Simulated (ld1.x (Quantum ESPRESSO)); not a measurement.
**Bi: one change to a TM potential, before and after**

```json
{
  "Element": "Bi",
  "Generator": "ld1.x (Quantum ESPRESSO) 7.5",
  "Type": "norm-conserving Troullier–Martins (Kleinman–Bylander form)",
  "Functional": "PBEsol",
  "Relativity": "scalar-relativistic",
  "Frozen core": "[Xe] 4f14",
  "Valence charge": "15",
  "Reference configuration": "5d10 6s2 6p1 (charge +2)",
  "Partial waves": "6p (bound): rc 2.35 bohr; 5d (bound): rc 1.45 bohr; 6s (bound): rc 1.75 bohr",
  "Local potential": "the s channel",
  "Core correction": "a·sin(br)/r model core, default radius (core density twice the valence density)"
}
```

Change: wave 6p (bound): rc 2.35 bohr becomes 6p (bound): rc 3.56 bohr.

Cutoffs: the cutoffs (Ry, on a coarse ladder) from which the occupation-weighted sum of valence levels, in a spherical-Bessel basis at the reference potential, stays within 10 and 1 mRy of its value at 400 Ry; they do not see the model core or the augmentation charge, which bear on the density cutoff. Errors are all-electron minus pseudo energies relative to the spin-unpolarised reference configuration.

Problem. What does the change do?

Solution. The potential gets neither clearly harder nor softer (55 Ry and 100 Ry → 55 Ry and 100 Ry); the d channel sets the loose cutoff, while the largest relative change is in p, which becomes softer; of the 7 tests that both files solve, the error grows in 3 and shrinks in 4 by more than 15 % and 0.3 meV (median size 11.7 → 5.0 meV); neither file shows a bound ghost.

```csv
quantity,base,changed
"cutoff, loose",55 Ry,55 Ry
"cutoff, tight",100 Ry,100 Ry
loose cutoff by channel (10 mRy a level),"p 10 Ry, d 50 Ry, s 25 Ry","p 6 Ry, d 50 Ry, s 25 Ry"
bound ghosts,none,none
"error for 5d10 6s2 6p3, meV [ΔE -23.24 eV]",+15,-4.8
"error for 5d10 6s2 6p2, meV [ΔE -15.29 eV]",+8.1,-2.5
"error for 5d10 6s2 6p0, meV [ΔE 23.36 eV]",-14,-48
"error for 5d10 6s1 6p0, meV [ΔE 68.84 eV]",-42,-146
"error for 5d10 6s1 6p4, meV [ΔE -13.12 eV]",-2.5,-5.2
"error for 5d10 6s2 6p2.5, meV [ΔE -20.13 eV]",+12,-5.0
"error for 5d10 6s1 6p3, meV [ΔE -4.43 eV]",-6.2,+3.3
```
